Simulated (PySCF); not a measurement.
Species: W(NH)2(CH2SiH3)2, C2H12N2Si2W (singlet state).
Bonds: W1–N2, W1–N4, W1–C6, W1–C13, C6–Si7, C13–Si14. Hydrogens: H3 on N2; H5 on N4; H8, H9 on C6; H10, H11, H12 on Si7; H15, H16 on C13; H17, H18, H19 on Si14.

Computed by this run: PBE0-D3(BJ)/def2-SVP geometry optimisation, gas phase, def2 core potentials past Kr in PySCF 2.14.0; density fitting, grid level 1; the optimiser is geomeTRIC in internal coordinates, started from a GFN2-xTB structure with every atom displaced at random (about 0.03 Å).

Step 0: E = -22808.6518 eV
```
atom  x, y, z in Å  |  force x, y, z in eV/Å
W1      0.2220   -0.0794    0.0873   -0.266   1.508  -1.821
N2     -0.0241   -0.0143    1.8503    0.081  -0.225  -2.128
H3      0.1140   -0.0047    2.8404    0.304   0.060   0.727
N4      1.8761    0.0031   -0.7060   -8.600  -0.225   2.379
H5      2.7793   -0.0228   -0.8967    5.640  -0.082  -0.912
C6     -0.9089    1.7397   -0.6759    1.570  -0.767   1.140
Si7     0.1663    3.1070    0.1269   -2.047   0.429   0.505
H8     -0.8337    1.8695   -1.7806   -0.122  -0.301   0.441
H9     -1.9487    1.8392   -0.2690    0.620  -0.296  -0.292
H10     0.0143    3.1322    1.6286    0.164  -0.188  -0.248
H11     1.5296    3.0975   -0.2659    1.492  -0.212  -0.346
H12    -0.3660    4.4266   -0.2980   -0.108   0.331  -0.163
C13    -0.9908   -1.6929   -0.6994    3.367   0.232   2.265
Si14    0.0667   -3.1037    0.1604    0.304  -0.457  -1.124
H15    -1.9672   -1.8462   -0.3324   -1.671   0.078   0.632
H16    -0.8860   -1.8163   -1.7437    0.126  -0.165  -1.666
H17     1.5483   -3.0742   -0.2628   -0.715   0.149   0.327
H18    -0.0492   -3.1212    1.6273   -0.017   0.149   0.349
H19    -0.4049   -4.4458   -0.3062   -0.124  -0.017  -0.064
```

Step 1: E = -22809.6773 eV
```
atom  x, y, z in Å  |  force x, y, z in eV/Å
W1      0.1785   -0.0471    0.0571   -4.225   0.668  -0.692
N2     -0.0254    0.0010    1.7754    0.084  -0.119   1.946
H3      0.1776    0.0130    2.7703    0.160   0.036  -0.048
N4      1.7183    0.0187   -0.6648    3.284  -0.191  -1.375
H5      2.7196   -0.0011   -0.8127    0.137   0.082   0.122
C6     -0.8163    1.6646   -0.6083    0.854   0.721   0.372
Si7     0.1338    3.1457    0.1121   -0.479   0.435  -0.009
H8     -0.7505    1.7480   -1.7034   -0.194  -0.091  -0.099
H9     -1.8396    1.7148   -0.2102   -0.133  -0.107  -0.110
H10    -0.0026    3.1739    1.6004    0.125  -0.093  -0.008
H11     1.5649    3.1529   -0.2937    0.093  -0.086   0.028
H12    -0.4460    4.4558   -0.3479   -0.012  -0.084  -0.100
C13    -0.9204   -1.6618   -0.6590    0.955  -1.212   0.507
Si14    0.0447   -3.1252    0.1260   -0.167  -0.445  -0.421
H15    -1.9402   -1.7902   -0.2725   -0.177   0.289  -0.125
H16    -0.8151   -1.7801   -1.7465   -0.220   0.011  -0.121
H17     1.4853   -3.0938   -0.2718    0.027   0.088   0.109
H18    -0.0740   -3.1476    1.6105    0.000   0.066   0.034
H19    -0.4553   -4.4481   -0.3765   -0.112   0.034  -0.011
```

Problem. Estimate the geometry and energy of step 2. (The exact step hangs on the optimiser's Hessian estimate; all steps are aligned on step 1, rigid shifts and turns removed.)

Solution. E = -22809.9887 eV, largest force 1.804 eV/Å
```
atom  x, y, z in Å  |  force x, y, z in eV/Å
W1      0.1308   -0.0206    0.0390    1.720  -0.076   0.541
N2     -0.0021   -0.0022    1.8080    0.092  -0.091  -0.791
H3      0.2935    0.0034    2.7846    0.037   0.001  -0.261
N4      1.7773    0.0112   -0.6743   -0.577  -0.218   0.469
H5      2.8175   -0.0081   -0.7478   -1.193   0.053   0.257
C6     -0.7783    1.7186   -0.5741    0.310   0.811   0.004
Si7     0.0809    3.2563    0.0929    0.302   0.345  -0.073
H8     -0.7276    1.7687   -1.6695   -0.180  -0.048  -0.268
H9     -1.8036    1.7337   -0.1923   -0.403  -0.043  -0.036
H10    -0.0387    3.2791    1.5766    0.062  -0.010   0.097
H11     1.5406    3.2661   -0.3092   -0.353   0.002   0.114
H12    -0.5337    4.5435   -0.4010    0.010  -0.212  -0.055
C13    -0.8836   -1.7283   -0.6322    0.110  -0.589  -0.016
Si14    0.0029   -3.2225    0.0966   -0.089  -0.412   0.091
H15    -1.9293   -1.8052   -0.2546    0.248   0.250  -0.330
H16    -0.7930   -1.8418   -1.7379   -0.283   0.158   0.325
H17     1.4352   -3.1895   -0.2712    0.297   0.011  -0.002
H18    -0.1254   -3.2457    1.5881   -0.006  -0.006  -0.075
H19    -0.5264   -4.5234   -0.4372   -0.103   0.076   0.009
```

The energy changes by -0.3115 eV. The first-order estimate −F·Δx gives -0.8217 eV and the mean of the old and new forces, exact on a quadratic surface, -0.3266 eV. The step makes an angle of 72° with the force vector and moves no atom by more than 0.135 Å.

What follows is the cost of the whole optimisation. On Arm Neoverse N1, one thread (shared host), this took 9.0 min and 0.80 GiB of memory at its peak.
